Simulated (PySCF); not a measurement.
Polarisability and C₆ of Cr²⁺ (chromium, charge +2)

[Ar] 3d4, high-spin 5D determinant. Calculation: PySCF 2.14, in aug-cc-pwCVTZ-DK with one added diffuse shell each of s, p, d, f, g type (11s10p8d5f4g, 152 functions); scalar relativity by spin-free X2C-1e. Coupled (time-dependent) response in atomic units; α is the mean over directions.

| method | mean α (bohr³) | α xx, yy, zz | C₆ (like pair) | S(−4) |
| --- | --- | --- | --- | --- |
| PBE0 | 4.290 | 4.022, 4.022, 4.825 | 12.86 | 11.70 |

S(−4) is the Cauchy moment in α(ω) = α(0) + S(−4) ω² + …

α(iu) at PBE0:

```
u (hartree)  α(iu) (bohr³)
          0          4.290
     0.0500          4.261
      0.100          4.178
      0.200          3.901
      0.300          3.563
      0.500          2.945
      0.750          2.378
       1.00          1.971
       1.50          1.422
       2.00          1.070
       3.00         0.6607
       5.00         0.3205
```

For an ion, C₆ is the dispersion term alone; charge-induced terms of lower order in 1/R come first.

The components differ because the open shell of this determinant is not spherical; for a pure term their mean is the scalar polarisability.
